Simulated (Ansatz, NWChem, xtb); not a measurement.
# Ligand exchange: BClF2 + C2H6OSi → B(OH)F2 + C2H5ClSi

Species: BClF2 (chlorodifluoroborane) `FB(F)Cl`, singlet; C2H6OSi `C=C[SiH2]O`, singlet; B(OH)F2, singlet; C2H5ClSi `C=C[SiH2]Cl`, singlet. The partners trade Cl for OH: B–Cl and Si–OH bonds give way to B–OH and Si–Cl.

Shapes, held fixed at every level: PBE0-D4/def2-TZVP. Flexible molecules stand in one conformer, not always the lowest. Programs: Ansatz 0.2.0, NWChem 7.3.0, xtb 6.7.1. The zero-point and thermal change to 298 K, harmonic and unscaled (PBE0-D4/def2-TZVP), is +3.4 kJ/mol.

```json
{"level": "GFN0-xTB", "kind": "semi-empirical", "ΔH(298 K) (kJ/mol)": "-94.7", "less CCSD(T)/CBS estimate": "-33.3"}
{"level": "HF/def2-TZVPP", "kind": "Hartree–Fock", "ΔH(298 K) (kJ/mol)": "-67.9", "less CCSD(T)/CBS estimate": "-6.5"}
{"level": "B3LYP/6-31G* (Cartesian functions)", "kind": "global hybrid", "ΔH(298 K) (kJ/mol)": "-68.7", "less CCSD(T)/CBS estimate": "-7.3"}
{"level": "BHLYP-D4/def2-TZVPP", "kind": "global hybrid", "ΔH(298 K) (kJ/mol)": "-64.4", "less CCSD(T)/CBS estimate": "-3.0"}
{"level": "wB97M-V/def2-TZVPP", "kind": "range-separated hybrid", "ΔH(298 K) (kJ/mol)": "-60.2", "less CCSD(T)/CBS estimate": "+1.2"}
{"level": "CCSD(T)/def2-TZVPP", "kind": "coupled cluster or CI", "ΔH(298 K) (kJ/mol)": "-58.8", "less CCSD(T)/CBS estimate": "+2.6"}
{"level": "CCSD/def2-TZVPP", "kind": "coupled cluster or CI", "ΔH(298 K) (kJ/mol)": "-60.4", "less CCSD(T)/CBS estimate": "+1.0"}
{"level": "CCSD(T)/CBS estimate", "kind": "coupled cluster or CI", "ΔH(298 K) (kJ/mol)": "-61.4", "less CCSD(T)/CBS estimate": "0.0"}
```

The highest level, CCSD(T)/CBS estimate, gives ΔH(298 K) = -61.4 kJ/mol; the levels span -94.7 to -58.8. The column of differences is taken from that level and isn't an error. No measured value is set beside it here. The CBS estimate extrapolates MP2 from def2-TZVPP and def2-QZVPP and adds CCSD(T) − MP2 in the triple-zeta set, cores frozen.
